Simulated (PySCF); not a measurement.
B(Cl)(NHMe)(OH) (CH₅BClNO), SMILES CNB(O)Cl.

The structure is a stationary point at B3LYP-D3(BJ)/def2-SVP. Other conformers were not sampled.

The numbers are results of TDA-ωB97X/def2-SVPD (PySCF), not measurements.

Vertical excitations. 

Task: Estimate the UV-visible absorptions. (Estimate from the structure and the level; the computed values follow.)

Result: 
```csv
state,energy (eV),λ (nm),f,main pairs
S1,6.97,178,0.000,HOMO→LUMO 85 %
S2,8.00,155,0.004,"HOMO→LUMO+2 41 %, HOMO→LUMO+1 38 %"
S3,8.56,145,0.002,"HOMO→LUMO+1 29 %, HOMO→LUMO+2 29 %, HOMO−2→LUMO 20 %"
S4,8.58,145,0.259,"HOMO→LUMO+3 60 %, HOMO→LUMO+5 16 %, HOMO−1→LUMO 10 %"
S5,8.76,142,0.185,"HOMO−1→LUMO 60 %, HOMO−1→LUMO+1 15 %, HOMO→LUMO+3 11 %"
S6,8.81,141,0.022,"HOMO−2→LUMO 43 %, HOMO→LUMO+1 18 %, HOMO→LUMO+4 9 %"
S7,8.98,138,0.000,"HOMO−1→LUMO+3 75 %, HOMO−1→LUMO+5 21 %"
S8,9.25,134,0.000,"HOMO→LUMO+6 28 %, HOMO→LUMO+7 27 %, HOMO→LUMO+4 20 %, HOMO−2→LUMO 6 %"
S9,9.45,131,0.007,"HOMO→LUMO+5 53 %, HOMO→LUMO+3 19 %, HOMO→LUMO+9 10 %, HOMO→LUMO+10 9 %"
S10,9.65,129,0.115,"HOMO−2→LUMO+1 37 %, HOMO−4→LUMO 18 %, HOMO→LUMO+8 15 %, HOMO−2→LUMO+2 7 %"
T1,6.89,180,0,HOMO→LUMO 82 %
T2,7.06,176,0,"HOMO→LUMO+3 78 %, HOMO→LUMO+5 14 %"
T3,7.86,158,0,"HOMO→LUMO+1 37 %, HOMO→LUMO+2 36 %"
T4,8.40,148,0,"HOMO→LUMO+2 30 %, HOMO→LUMO+1 26 %, HOMO−2→LUMO 17 %"
```
Triplets are in the Tamm–Dancoff approximation.
